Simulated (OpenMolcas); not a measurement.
## V2+, Nb2+, Ta2+: d³ down the group

```json
{
 "Program": "OpenMolcas 26.06",
 "Method": "RASSCF",
 "Basis": "ANO-RCC-VTZP",
 "Scalar Hamiltonian": "DKH2, point nucleus",
 "Spin-orbit coupling": "RASSI with atomic mean-field integrals over the reference wave functions, term energies averaged over their components"
}
```

Active space for each ion: 3 electrons in 9 orbitals (RAS2 d s; RAS3 p, at most 2 electrons).

Computed levels in cm-1 above ⁴F_3/2:

```json
{"Level": "⁴F_5/2", "V2+": "161", "Nb2+": "525", "Ta2+": "2579"}
{"Level": "⁴F_7/2", "V2+": "383", "Nb2+": "1209", "Ta2+": "5136"}
{"Level": "⁴F_9/2", "V2+": "663", "Nb2+": "2013", "Ta2+": "7392"}
{"Level": "⁴P_1/2", "V2+": "15211", "Nb2+": "11155", "Ta2+": "15075"}
{"Level": "²G_7/2", "V2+": "15420", "Nb2+": "11822", "Ta2+": "13668"}
{"Level": "⁴P_5/2", "V2+": "15468", "Nb2+": "12066", "Ta2+": "16624"}
{"Level": "²P_1/2", "V2+": "20217", "Nb2+": "13653", "Ta2+": "9769"}
{"Level": "²H_9/2", "V2+": "20640", "Nb2+": "16226", "Ta2+": "21197"}
{"Level": "²H_11/2", "V2+": "20829", "Nb2+": "16616", "Ta2+": "21245"}
{"Level": "weight of ⁴F in the lowest level (%)", "V2+": "100", "Nb2+": "99", "Ta2+": "89"}
```

Mixed levels, with the weight of the term that names them: Ta2+ ²H_9/2 (62 %).

Measured, with the error of the calculation in %. Measured levels: V2+ from Sugar and Corliss, J. Phys. Chem. Ref. Data 7, 1191 (1978); Nb2+ from the list in Shadmi, J. Res. Natl. Bur. Stand. 70A, 435 (1966).

```
  Level            V2+           Nb2+
 ⁴F_5/2    146 (+10.8)     516 (+1.8)
 ⁴F_7/2    342 (+12.2)    1177 (+2.7)
 ⁴F_9/2    584 (+13.5)    1939 (+3.8)
 ⁴P_1/2  11514 (+32.1)   8664 (+28.7)
 ²G_7/2  11966 (+28.9)   9236 (+28.0)
 ⁴P_5/2  11770 (+31.4)   9594 (+25.8)
 ²P_1/2  15580 (+29.8)               
 ²H_9/2  16811 (+22.8)  12916 (+25.6)
²H_11/2  16978 (+22.7)  13264 (+25.3)
```

The fine-structure level ⁴F_9/2 changes by a factor of 11.1 from V2+ to Ta2+.

Without spin-orbit coupling ⁴P lies 14994, 10605, 10072 cm-1 above ⁴F in that order; the difference to the level ⁴P_1/2, of either sign, comes from spin-orbit coupling, which also lowers the zero.

Without dynamic correlation excited terms often stand tens of per cent too high (terms of higher spin than the ground term too low), and those without a measured partner can miss by more than the paired ones. Terms from blocks run as CI alone lack orbitals of their own. Some high roots are left out of the spin-orbit mixing, which shifts the levels that they would mix with (holds for Ta2+). Computed and measured levels are paired by configuration, term and J; levels that our copy of the source lacks, or whose pairing is in doubt (as where it misses far off the trend of its configuration), stay unpaired and out of the deviations. Only configurations of the active space appear.
